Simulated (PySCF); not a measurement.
## Dipole moment and polarisability of `[H]/N=C\[SiH2]OC=O`

Compound: C2H5NO2Si.
Geometry (GFN2-xTB, Å), atoms numbered from 1 in this order:
```
atom  x, y, z in Å
N1    -1.8633    1.6241   -0.2641
C2    -1.8437    0.3687   -0.2070
Si3   -0.3518   -0.7987    0.0117
O4     0.8981    0.3153    0.0386
C5     2.1551   -0.0251    0.1975
O6     2.5536   -1.1395    0.3428
H7    -0.9482    2.0689   -0.1826
H8    -2.8194   -0.1066   -0.2934
H9    -0.4013   -1.4950    1.2902
H10   -0.1827   -1.6743   -1.1404
H11    2.8090    0.8647    0.1807
```

Level: CAM-B3LYP/def2-SVPD (PySCF), static field, nuclei fixed, core orbitals frozen in the response. The polarisability tensor in these axes (au):

```
x   70.46 -5.16  2.79
y   -5.16 70.11 -1.95
z    2.79 -1.95 46.73
```

**Question.** Give the principal values, the mean and the anisotropy Δα = √{½[(α1 − α2)² + (α2 − α3)² + (α1 − α3)²]}.

**Answer.** Principal values 46.33, 65.14 and 75.84 au; mean 62.43 au = 9.25 Å³ = 10.29 × 10⁻⁴⁰ C²·m²/J; Δα = 25.88 au (41 % of the mean).

**Question.** What is the dipole moment?

**Answer.** 0.10 D at this geometry.

**Question.** Molar refractivity from α?

**Answer.** Lorentz–Lorenz: R = (4π/3)N_A α = 2.5225 cm³/(mol·Å³) × 9.25 Å³ = 23.3 cm³/mol, in the limit of long wavelengths.

**Question.** What would n − 1 = 2πNα be for an ideal gas of these molecules at 298.15 K and 1 atm, electronic part alone?

**Answer.** N = p/kT = 2.4615 × 10¹⁹ cm⁻³, so n − 1 = 2π × N × 9.25 × 10⁻²⁴ cm³ = 1431 × 10⁻⁶ at long wavelengths.

**Question.** What depolarisation ratio follows for Rayleigh scattering of linearly polarised light, taking the static tensor?

**Answer.** ρ = 3Δα²/(45ᾱ² + 4Δα²) = 2008.7/(175412 + 2678.2) = 0.0113.

**Question.** Along which axes do the principal values lie, and how far do the nuclei extend along each?

**Answer.** Largest value along (0.72, -0.69, 0.11), where the nuclei span 5.14 Å; middle along (0.69, 0.72, 0.03), 4.59 Å; least along (-0.10, 0.06, 0.99), 2.45 Å. The response follows the extents in order.

**Question.** What are the principal values of the traceless quadrupole moment, Θ = ½Σq(3rr − r²1), about the centre of nuclear charge?

**Answer.** -21.79, 5.53, 16.26 D·Å. The values depend on the origin, since the dipole doesn't vanish. The electronic extent ⟨r²⟩ about the same centre is 825 bohr², a root-mean-square distance of 2.07 Å for the 54 electrons.

One conformer (not necessarily the lowest) at the GFN2-xTB geometry, without solvent, vibrations or thermal averaging.
